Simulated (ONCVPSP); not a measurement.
Which change was made? (Tb, ONCV)

```
Element                 : Tb
Generator               : ONCVPSP 4.0.1
Type                    : optimised norm-conserving Vanderbilt (ONCV)
Functional              : revPBE
Relativity              : fully relativistic
Frozen core             : [Kr] 4d10 4f8
Valence charge          : 11
Reference configuration : 5s2 5p6 5d1.5 6s1.5
Partial waves           : 5s+6s: rc 2.00 bohr, ncon 5, nbas 10, qcut 4.9 1/bohr, 2 projectors; 5p: rc 1.90 bohr, ncon 3, nbas 6, qcut 7.2 1/bohr, 2 projectors, debl 3.7 Ha; 5d: rc 2.40 bohr, ncon 4, nbas 9, qcut 4.1 1/bohr, 2 projectors, debl 2.1 Ha
Local potential         : polynomial inside 1.55 bohr (lpopt 5, dvloc0 4 Ha)
Core correction         : none
```

Open shells are filled in proportion to 2j + 1.

Cutoffs, loose and tight: the cutoffs (Ha) at which the residual kinetic energy of the hardest occupied pseudo-wave falls to 1 and 0.1 mHa per electron. They do not see the model core or the augmentation charge, which bear on the density cutoff. Test errors are all-electron minus pseudo excitation energies from the reference, over the configurations 5s2 5p6 5d1 6s2; 5s2 5p6 5d1 6s1; 5s2 5p6 5d1 6s0; 5s2 5p6 5d0 6s2 6p1; variants that change the core or the reference have their own tests. The largest error is taken over the tests solved by every variant that gives reliable tests at all, those not shown here included: 5s2 5p6 5d1 6s0; 5s2 5p6 5d1 6s1; 5s2 5p6 5d1 6s2.

The base gives: outcome: generated; cutoff, loose: 16 Ha; cutoff, tight: 59 Ha; bound ghosts: none; GHOST(+) flags above zero: d5/2; largest test error (meV): +14.

(1) After one change the result is: outcome: generated; cutoff, loose: 49 Ha; cutoff, tight: 73 Ha; bound ghosts: none; GHOST(+) flags above zero: s; largest test error (meV): +12. Which change was it?
A. s: qcut 3.7; p: qcut 5.4; d: qcut 3.1
B. s: qcut 3.2; p: qcut 4.7; d: qcut 2.7
C. s: qcut 4.6; p: qcut 6.8; d: qcut 3.9
D. s: qcut 5.7; p: qcut 8.3; d: qcut 4.7

## Answers

(1) A. The others give: s: qcut 4.6; p: qcut 6.8; d: qcut 3.9 → outcome: generated; cutoff, loose: 15 Ha; cutoff, tight: 66 Ha; bound ghosts: s; GHOST(+) flags above zero: s; largest test error (meV): +13 | s: qcut 5.7; p: qcut 8.3; d: qcut 4.7 → outcome: generated; cutoff, loose: 20 Ha; cutoff, tight: 24 Ha; bound ghosts: none; GHOST(+) flags above zero: none; largest test error (meV): +14 | s: qcut 3.2; p: qcut 4.7; d: qcut 2.7 → outcome: generated; cutoff, loose: 62 Ha; cutoff, tight: 75 Ha; bound ghosts: none; GHOST(+) flags above zero: s, d3/2; largest test error (meV): +12.
